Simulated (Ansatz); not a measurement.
Relaxation of Rb₄⁺ with UKS r2SCAN/def2-TZVP.

```sh
$ ansatz run in.yaml --threads 2 --pin off --events-out ev --progress --plain --max-ram 4352MiB
```

```yaml
crystal:
  periodic: [false, false, false]
  atoms:
    - {symbol: Rb, position_ang: [0.141470, -0.007040, -1.972140]}
    - {symbol: Rb, position_ang: [3.997890, 0.952870, 0.391030]}
    - {symbol: Rb, position_ang: [-3.987670, -0.941200, -0.453350]}
    - {symbol: Rb, position_ang: [-0.151690, -0.004630, 2.034460]}
basis:
  gaussian: {orbitals: def2-TZVP}
total_charge: 1
magnetization: {spin_polarized: true, initial_magnetization: 1}
hamiltonian: {xc: r2scan}
scf: {lower_state_search: "off"}
output: {orbitals: {seedname: orbitals}}
relax: {f_tol: 0.02, max_steps: 100}
```

Run time 65 s (2 threads of Arm Neoverse V2 on a shared host).

Positions (Å) and forces (eV/Å) at steps 1, 2, 3, 4, 6 of 6:

```xyz
4
step=1 energy=-2620.4252 eV
Rb    0.141   -0.007   -1.972    0.062    0.007   -0.377
Rb    3.998    0.953    0.391    0.219    0.052    0.015
Rb   -3.988   -0.941   -0.453   -0.230   -0.054   -0.003
Rb   -0.152   -0.005    2.034   -0.051   -0.006    0.366
4
step=2 energy=-2620.4598 eV
Rb    0.147   -0.006   -2.008    0.054    0.006   -0.328
Rb    4.020    0.958    0.394    0.196    0.047    0.014
Rb   -4.011   -0.947   -0.453   -0.205   -0.048   -0.003
Rb   -0.156   -0.005    2.067   -0.045   -0.005    0.317
4
step=3 energy=-2620.5805 eV
Rb    0.179   -0.002   -2.200    0.018    0.002   -0.098
Rb    4.169    0.994    0.412    0.082    0.020    0.007
Rb   -4.165   -0.983   -0.451   -0.085   -0.020   -0.001
Rb   -0.183   -0.008    2.239   -0.015   -0.002    0.092
4
step=4 energy=-2620.6018 eV
Rb    0.195    0.000   -2.285    0.005    0.001   -0.011
Rb    4.279    1.020    0.425    0.030    0.007    0.003
Rb   -4.277   -1.009   -0.451   -0.031   -0.007    0.000
Rb   -0.197   -0.010    2.310   -0.003   -0.001    0.008
4
step=6 energy=-2620.6051 eV
Rb    0.204    0.002   -2.293    0.001    0.000    0.006
Rb    4.372    1.042    0.436    0.002    0.000    0.000
Rb   -4.373   -1.032   -0.452   -0.002    0.000    0.001
Rb   -0.203   -0.012    2.308   -0.001    0.000   -0.008
```

In the def2 sets Rb takes a core potential; there is no spin–orbit coupling. The charge 1 doublet is spin-contaminated (final ⟨S²⟩ up to 0.87, 0.75 for a pure state). The structure comes from a short search, and lower isomers may exist.
